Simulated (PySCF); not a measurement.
LDA on Cd (cadmium, neutral)

Configuration: [Kr] 4d10 5s1 6s1, 6s spin antiparallel (an excited configuration). All numbers are calculated (PySCF 2.14, the spin-free X2C one-electron Hamiltonian (Gaussian nucleus), in x2c-QZVPPall with one added diffuse shell each of s, p, d, f, g type (14s9p8d5f3g, 143 functions)).

```
Total energy                        : -5588.39 hartree
One-electron energy                 : -7706.83 hartree
Hartree (Coulomb) energy            : 2268.68 hartree
Exchange-correlation energy         : -150.24 hartree
⟨S²⟩                                : 0.0000
⟨L²⟩                                : 0.000
Sum of ⟨r⟩                          : 33.40 bohr
Sum of ⟨r²⟩                         : 50.25 bohr²
Langevin diamagnetic susceptibility : -39.8 ×10⁻⁶ cm³/mol
```

```tsv
shell	electrons	mean orbital energy (eV)	rms radius, mean of both spins (bohr)
1s α	1	-26444.7	0.0349
1s β	1	-26444.7	0.0349
2s α	1	-3927.8	0.143
2s β	1	-3927.8	0.143
2p α	3	-3528.9	0.127
2p β	3	-3528.9	0.127
3s α	1	-731.73	0.384
3s β	1	-731.73	0.384
3p α	3	-600.56	0.385
3p β	3	-600.56	0.385
3d α	5	-393.72	0.365
3d β	5	-393.72	0.365
4s α	1	-105.71	0.936
4s β	1	-105.71	0.936
4p α	3	-66.970	1.03
4p β	3	-66.970	1.03
4d α	5	-11.906	1.43
4d β	5	-11.906	1.43
5s α	1	-5.948	3.09
6s β	1	-5.948	3.09
```

The outer electron is Rydberg-like, and this basis confines it to a smaller radius and binds it less than a complete one would. With the s spin flipped the determinant is a mixture of two multiplicities, not a spectroscopic state.

Densities and radii are taken from the X2C orbitals without a picture-change correction, which distorts them close to the nucleus.
